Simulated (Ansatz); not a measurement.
Relaxation of FH$_{7}$OSi$_{2}$ (11 atoms, charge 0, multiplicity 1), to a largest force component of 0.03 eV/Å in at most 50 steps.

Theory: Ansatz 0.2.0, RKS PBE-D4/def2-SVP.

```xyz
11
Properties=species:S:1:pos:R:3:forces:R:3
Si -0.154 0.171 0.022 -0.12 0.20 -0.27
O -0.243 0.220 1.705 0.10 -0.13 0.20
Si -1.333 -0.366 2.847 0.01 -0.01 -0.04
H -2.317 -1.303 2.202 0.00 0.00 0.00
H -0.561 -1.099 3.907 0.02 0.00 0.00
H -2.066 0.781 3.481 -0.01 0.01 0.00
H 1.288 0.142 -0.379 0.02 0.00 0.00
H -0.761 1.444 -0.504 -0.01 0.00 -0.01
H -0.921 -0.990 -0.543 0.01 0.01 0.01
F 1.058 -2.089 1.146 0.01 -0.43 -0.10
H 1.258 -1.395 1.737 -0.04 0.36 0.21
```

Q: Where does it end, and by what steps?

A: The run converged. After 8 steps the energy has fallen by 0.133 eV; F10 moved furthest, 0.43 Å.

```csv
step,energy less start (eV),largest force component (eV/Å),accepted
0,0.0000,0.431,yes
1,-0.0235,1.620,yes
2,-0.0876,1.072,yes
3,-0.0256,1.527,no
4,-0.1204,0.293,yes
5,-0.1284,0.125,yes
6,-0.1321,0.051,yes
7,-0.1329,0.035,yes
8,-0.1335,0.004,yes
```

```xyz
11
Properties=species:S:1:pos:R:3
Si -0.169 0.251 -0.020
O -0.074 0.002 1.661
Si -1.254 -0.433 2.808
H -2.160 -1.486 2.239
H -0.520 -0.947 4.007
H -2.058 0.784 3.170
H 1.233 0.206 -0.541
H -0.781 1.599 -0.280
H -1.014 -0.817 -0.652
F 1.105 -2.281 1.524
H 0.940 -1.362 1.707
```

Whether the end is a true minimum wasn't checked by a vibrational analysis.

Time of the run: 19 s on 2 threads of Arm Neoverse V1, with other jobs on the host, peak memory 0.13 GiB.
